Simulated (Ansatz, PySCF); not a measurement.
Energy difference R1 → 2 P1, each structure at its B3LYP-D3(BJ)/def2-TZVP stationary point, reached from a drawn start (curvature not checked).
R1, H2 (SMILES [H][H]) (charge 0, multiplicity 1):
```xyz
2

H      0.000     0.000    -0.372
H      0.000     0.000     0.372
```
P1: H atom, charge 0, multiplicity 2.

P less R. No zero-point or thermal terms.

The values were computed with Ansatz (an electronic-structure program) with Gaussian orbitals; PySCF for M06-2X. All values are computed, each at the level named.

```json
[
 {"level": "PBE/def2-TZVPP", "reaction energy (kcal/mol)": "104.73"},
 {"level": "BLYP/def2-TZVPP", "reaction energy (kcal/mol)": "109.49"},
 {"level": "B3LYP/def2-TZVPP", "reaction energy (kcal/mol)": "110.25"},
 {"level": "BHLYP/def2-TZVPP", "reaction energy (kcal/mol)": "108.54"},
 {"level": "M06-2X/def2-TZVPP", "reaction energy (kcal/mol)": "108.29"},
 {"level": "MP2/cc-pVDZ", "reaction energy (kcal/mol)": "98.26"},
 {"level": "CCSD/cc-pVDZ", "reaction energy (kcal/mol)": "___"},
 {"level": "CCSD/cc-pVQZ", "reaction energy (kcal/mol)": "___"},
 {"level": "CCSD(T)/cc-pVQZ", "reaction energy (kcal/mol)": "___"}
]
```

Question: Fill in the missing entries.

Answer: 
- CCSD/cc-pVDZ, reaction energy (kcal/mol): 103.49
- CCSD/cc-pVQZ, reaction energy (kcal/mol): 109.13
- CCSD(T)/cc-pVQZ, reaction energy (kcal/mol): 109.13
